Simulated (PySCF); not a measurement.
## Vibration and rotation of CsIn⁺

UHF-MP2 constants of CsIn⁺, ²Σ⁺ (doublet), unpaired electrons σ ↑ (basis Cs def2-SVPD with ECP46, In def2-SVPD with ECP28; scalar-relativistic core potentials; PySCF 2.14; masses 132.9054 and 114.9039 u):

* ωe: 38.6 cm⁻¹
* ωexe: 0.108 cm⁻¹
* Be: 0.013181 cm⁻¹
* αe: 5.83e-05 cm⁻¹
* D (centrifugal): 6.14e-09 cm⁻¹
* De to Cs⁺ + In: 0.404 eV

(1) Give the vibrational terms G(v) and spacings up to v = 6.

(2) How well does the Morse estimate ωe²/(4ωexe) reproduce De, and what is D0?

Correlated steps freeze 4 core orbitals. Correlated levels converge slowly with the basis: in double zeta they bind strong bonds too weakly, by up to about 1 eV, and carry superposition errors of some tenths. Spin–orbit coupling is left out, which matters for elements this heavy, above all for dissociation energies. For an ion De counts to the pair picked by the measured ionisation energies or electron affinities, which need not be the lowest pair at this level. The state was picked by a PBE0 search and need not be the measured ground state.

## Answers

(1) G(v) = ωe(v+½) − ωexe(v+½)².

```
v  G(v) (cm⁻¹)  G(v) − G(v−1)  Bv (cm⁻¹)
0         19.3                   0.01315
1         57.7           38.4    0.01309
2         95.8           38.2    0.01304
3        133.8           38.0    0.01298
4        171.5           37.7    0.01292
5        209.0           37.5    0.01286
6        246.3           37.3    0.01280
```

(2) It gives 0.428 eV, 106 % of the computed De. D0 = De − G(0) = 0.404 − 0.002 = 0.402 eV.
